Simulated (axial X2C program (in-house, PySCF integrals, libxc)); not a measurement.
**Nuclear properties of SbCl⁻**

Computed with an axial X2C code built on PySCF integrals: two-component X2C with atomic mean-field Coulomb and Gaunt terms, Gaussian nuclei, basis Sb dyall-acv3z, Cl dyall-av3z with contracted cores.

R = 2.500 Å (near the PBE0 minimum at charge -1 of the determinant lowest at the starting distance; the state shown can have its own minimum elsewhere).

Determinant lowest in the PBE0 search, Ω = 3/2 (⟨Sz⟩ = 0.52, ⟨Lz⟩ = 0.98 at PBE0), spin on the atoms Sb 0.52, Cl 0.00:

```json
{"level": "PBE0", "Eeff magnitude (GV/cm)": "1.9", "Ws magnitude Sb (kHz)": "0.748", "A∥/gI Sb (MHz)": "332", "qzz Sb (a.u.)": "8.34", "A∥/gI Cl (MHz)": "18.8", "qzz Cl (a.u.)": "1.97"}
{"level": "HF", "Eeff magnitude (GV/cm)": "10.1", "Ws magnitude Sb (kHz)": "3.98", "A∥/gI Sb (MHz)": "398", "qzz Sb (a.u.)": "8.26", "A∥/gI Cl (MHz)": "24.4", "qzz Cl (a.u.)": "1.65"}
{"level": "LDA", "Eeff magnitude (GV/cm)": "1.05", "Ws magnitude Sb (kHz)": "0.419", "A∥/gI Sb (MHz)": "377", "qzz Sb (a.u.)": "8.08", "A∥/gI Cl (MHz)": "22.7", "qzz Cl (a.u.)": "2.04"}
{"level": "r2SCAN", "Eeff magnitude (GV/cm)": "1.87", "Ws magnitude Sb (kHz)": "0.737", "A∥/gI Sb (MHz)": "377", "qzz Sb (a.u.)": "8.31", "A∥/gI Cl (MHz)": "24.4", "qzz Cl (a.u.)": "1.98"}
{"level": "PBE50", "Eeff magnitude (GV/cm)": "2.74", "Ws magnitude Sb (kHz)": "1.08", "A∥/gI Sb (MHz)": "340", "qzz Sb (a.u.)": "8.75", "A∥/gI Cl (MHz)": "17.4", "qzz Cl (a.u.)": "1.93"}
```

Determinant 0.35 eV from it at PBE0 and this distance, Ω = 1/2 (⟨Sz⟩ = -0.49, ⟨Lz⟩ = 0.99 at PBE0), spin on the atoms Sb -0.49, Cl 0.00:

```tsv
level	Eeff magnitude (GV/cm)	Ws magnitude Sb (kHz)	A∥/gI Sb (MHz)	qzz Sb (a.u.)	A∥/gI Cl (MHz)	qzz Cl (a.u.)
PBE0	1.73	1.96	3030	7.98	89.7	2.04
HF	1.11	1.24	2900	8.70	54.4	1.84
LDA	2.18	2.47	3000	7.74	122	2.09
r2SCAN	0.834	0.911	2710	7.92	87.6	2.03
PBE50	1.7	1.93	3060	8.40	75.3	2.00
```

Eeff is the effective electric field on the electron electric dipole moment in this Ω state and Ws the scalar–pseudoscalar constant of the nucleus named (defined with the proton number Z and per Ω); A∥ (defined per Ω) follows by multiplying with gI = μI/(I μN); qzz is the electric field gradient, eQq0 = 234.96 MHz × Q/barn × qzz. The operators were transformed with the bare-nucleus X2C matrices; with these basis sets, hyperfine constants and field gradients can be off by tens of per cent, and where levels differ in sign neither size nor sign is settled.

Question: With gI(121Sb) = 1.3454, Q(121Sb) = -0.543 barn, gI(35Cl) = 0.5479, Q(35Cl) = -0.08112 barn (g factors from the IAEA table of nuclear moments by Stone; Q from Pyykkö, Mol. Phys. 2018), turn the PBE0 values of the first state into constants in MHz.

Answer: A∥(121Sb) = 332 × 1.3454 = 447 MHz; eQq0(121Sb) = 234.96 × (-0.543) × (8.34) = -1060 MHz; A∥(35Cl) = 18.8 × 0.5479 = 10.3 MHz; eQq0(35Cl) = 234.96 × (-0.08112) × (1.97) = -37.5 MHz.

Each state is one determinant with collinear spin. Unrestricted Hartree–Fock can overshoot spin polarisation at the nuclei. For an anion, determinants above electron detachment, or with a positive highest level, are held by the basis set. Where Eeff spreads by more than a factor of two the levels disagree and none is to be relied on. The search compared states at one distance, so a state with another bond length can lie lower. Further determinants of the search, some of them spin-mixed, are not shown. PBE0 term energies can be off by some tenths of an eV.
